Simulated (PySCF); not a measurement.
# Peak assignment

Numbering as in the mapped SMILES `[CH3:1][Si:2]([CH3:3])([CH3:4])[c:5]1[cH:6][o:7][cH:8][p:9]1`; H(Xn) means a hydrogen on atom n.

Calculated, not measured (PySCF 2.14.0 with density-fitted response routines): shielding tensors at PBE0/pcSseg-1 (GIAO), structure optimised with GFN2-xTB. Single conformer, averaged over atoms made equivalent by symmetry, fast rotation or ring inversion, gas phase, non-relativistic Hamiltonian.

Shifts are taken against calculated references (same method and geometry level): TMS for 13C (σ = 186.93 ppm), 1H (σ = 31.72 ppm).

(1) Assign these signals to the numbered atoms. 13C{1H} NMR (computed): δ 191.2, 156.6, 142.8, 0.9.

(2) Assign these signals to the numbered atoms. 1H NMR (600 MHz, computed): δ 9.12 (m, 1H), 8.02 (m, 1H), 0.33 (s, 9H).

Answers

(1) 
```tsv
δ (ppm)	atoms	environment	reason
191.2	C8	aromatic CH next to the ring oxygen	–
156.6	C6	aromatic CH next to the ring oxygen	–
142.8	C5	substituted aromatic carbon	–
0.9	C1/C3/C4	methyl carbon bonded to Si	an electropositive neighbour leaves it electron-rich and shielded
```

(2) 
```tsv
δ (ppm)	atoms	environment	reason
9.12	H(C8)	hydrogen on an aromatic CH next to the ring oxygen	the ring current deshields protons in the ring plane
8.02	H(C6)	hydrogen on an aromatic CH next to the ring oxygen	–
0.33	H(C1)/H(C3)/H(C4)	hydrogen on a methyl carbon bonded to Si	an electropositive neighbour shields it, as in TMS itself
```

Splittings by 31P in the carbon and heteronuclear signals aren't shown, as no couplings were computed. Shifts are as computed. Against solution values, carbons near 30 ppm lie about +3 ppm off and those near 130 ppm about +5 ppm. Of 1211 compounds with measured shifts, 218 miss one by over three times the rms of a fit or turn the order of signals round; such compounds aren't used in these exercises. Multiplicities follow the n + 1 count of equivalent neighbours, as no J values were calculated; m marks all less simple cases, F and P coupling included.
